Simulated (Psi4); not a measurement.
CH₅FGaN (SMILES [CH3][Ga]([NH2])[F]), singlet, geometry from GFN2-xTB (such geometries of metal compounds can be far from the true shape); HF/pcseg-2 (Psi4).

The Psi4 input:
```
memory 2 GB

molecule {
0 1
  Ga    0.03537342    0.00674580    0.00771075
  F    -1.23015520   -1.14548341   -0.41278483
  C     0.02654510    1.74406023   -1.02867360
  H     0.61645176    1.63690592   -1.93858963
  H     0.44050867    2.54889997   -0.42401266
  H    -1.00428469    1.97172349   -1.30069390
  N     0.98886869   -0.64607856    1.43771325
  H     1.93985287   -0.35786521    1.62957783
  H     0.90094095   -1.64124482    1.61779719
}

set basis pcseg-2

energy('scf')
print_variables()
```

Predict the main parts of the log of this Psi4 run.


```
   => Loading Basis Set <=

    Name: PCSEG-2
    Role: ORBITAL
    Keyword: BASIS

         ---------------------------------------------------------
                                   SCF
               by Justin Turney, Rob Parrish, Andy Simmonett
                          and Daniel G. A. Smith
                              RHF Reference
         ---------------------------------------------------------

  ==> Geometry <==

    Molecular point group: c1
    Full point group: C1

    Geometry (in Angstrom), charge = 0, multiplicity = 1:

       Center              X                  Y                   Z               Mass
    ------------   -----------------  -----------------  -----------------  -----------------
         GA           0.067743944278     0.050664178331     0.007220179331    68.925573500000
         F           -1.197784675722    -1.101565031669    -0.413275400669    18.998403162730
         C            0.058915624278     1.787978608331    -1.029164170669    12.000000000000
         H            0.648822284278     1.680824298331    -1.939080200669     1.007825032230
         H            0.472879194278     2.592818348331    -0.424503230669     1.007825032230
         H           -0.971914165722     2.015641868331    -1.301184470669     1.007825032230
         N            1.021239214278    -0.602160181669     1.437222679331    14.003074004430
         H            1.972223394278    -0.313946831669     1.629087259331     1.007825032230
         H            0.933311474278    -1.597326441669     1.617306619331     1.007825032230

  Running in c1 symmetry.

  Rotational constants: A =      0.21317  B =      0.15291  C =      0.09075 [cm^-1]
  Rotational constants: A =   6390.53446  B =   4583.99712  C =   2720.51110 [MHz]
  Nuclear repulsion =  282.518997810336600

  Charge       = 0
  Multiplicity = 1
  Electrons    = 58
  Nalpha       = 29
  Nbeta        = 29

  ==> Algorithm <==

  SCF Algorithm Type is DF.
  DIIS enabled.
  MOM disabled.
  Fractional occupation disabled.
  Guess Type is SAD.
  Energy threshold   = 1.00e-06
  Density threshold  = 1.00e-06
  Integral threshold = 1.00e-12

  ==> Primary Basis <==

  Basis Set: PCSEG-2
    Blend: PCSEG-2
    Number of shells: 75
    Number of basis functions: 203
    Number of Cartesian functions: 229
    Spherical Harmonics?: true
    Max angular momentum: 3

   => Loading Basis Set <=

    Name: (PCSEG-2 AUX)
    Role: JKFIT
    Keyword: DF_BASIS_SCF

  ==> Integral Setup <==

  SCF_SUBTYPE=INCORE selected. In-core MEM_DF algorithm will be used.
  Using in-core AOs.

  ==> MemDFJK: Density-Fitted J/K Matrices <==

    J tasked:                   Yes
    K tasked:                   Yes
    wK tasked:                   No
    Algorithm:                 Core
    Schwarz Cutoff:           1E-12
    Mask sparsity (%):       7.2508
    Fitting Condition:        1E-10

   => Auxiliary Basis Set <=

  Basis Set: (PCSEG-2 AUX)
    Blend: DEF2-UNIVERSAL-JKFIT
    Number of shells: 165
    Number of basis functions: 585
    Number of Cartesian functions: 746
    Spherical Harmonics?: true
    Max angular momentum: 5

  Minimum eigenvalue in the overlap matrix is 9.6395528260E-04.
  Reciprocal condition number of the overlap matrix is 1.2666910089E-04.
    Using symmetric orthogonalization.

  ==> Pre-Iterations <==

  SCF Guess: Superposition of Atomic Densities via on-the-fly atomic UHF (no occupation information).

   -------------------------
    Irrep   Nso     Nmo
   -------------------------
     A        203     203
   -------------------------
    Total     203     203
   -------------------------

  ==> Iterations <==

                           Total Energy        Delta E     RMS |[F,P]|

   @DF-RHF iter SAD: -2113.03792597489883   -2.11304e+03   0.00000e+00
   @DF-RHF iter   1: -2116.99810175930406   -3.96018e+00   9.68318e-03 DIIS/ADIIS
   @DF-RHF iter   2: -2117.60239221921938   -6.04290e-01   7.57026e-03 DIIS/ADIIS
   @DF-RHF iter   3: -2118.06944016920579   -4.67048e-01   5.78833e-04 DIIS/ADIIS
   @DF-RHF iter   4: -2118.07446245572964   -5.02229e-03   1.47885e-04 DIIS/ADIIS
   @DF-RHF iter   5: -2118.07486378899011   -4.01333e-04   4.85139e-05 DIIS
   @DF-RHF iter   6: -2118.07492499326190   -6.12043e-05   1.22366e-05 DIIS
   @DF-RHF iter   7: -2118.07493029089437   -5.29763e-06   3.93843e-06 DIIS
   @DF-RHF iter   8: -2118.07493088838646   -5.97492e-07   1.04232e-06 DIIS
   @DF-RHF iter   9: -2118.07493092914228   -4.07558e-08   2.85108e-07 DIIS
  Energy and wave function converged.

  ==> Post-Iterations <==

    Orbital Energies [Eh]
    ---------------------

    Doubly Occupied:

[...]
    Virtual:

[...]
    Final Occupation by Irrep:
              A
    DOCC [    29 ]
    NA   [    29 ]
    NB   [    29 ]

  @DF-RHF Final Energy: -2118.07493092914228

   => Energetics <=

    Nuclear Repulsion Energy =            282.5189978103366002
    One-Electron Energy =               -3518.9560998881665910
    Two-Electron Energy =                1118.3621711486875938
    Total Energy =                      -2118.0749309291422833

Computation Completed

Properties will be evaluated at   0.000000,   0.000000,   0.000000 [a0]

Properties computed using the SCF density matrix

 Multipole Moments:

 ------------------------------------------------------------------------------------
     Multipole            Electronic (a.u.)      Nuclear  (a.u.)        Total (a.u.)
 ------------------------------------------------------------------------------------

 L = 1.  Multiply by 2.5417464519 to convert [e a0] to [Debye]
 Dipole X            :         -2.5106902            3.5479431            1.0372528
 Dipole Y            :         -4.1539991            4.8136349            0.6596357
 Dipole Z            :          0.0352009           -0.0537690           -0.0185682
 Magnitude           :                                                    1.2293728

 ------------------------------------------------------------------------------------

  Variable Map:
  ----------------------------------------------------------------------------
[...]
  Array Variable Map:
  ----------------------------------------------------------------------------
[...]
[...]
```
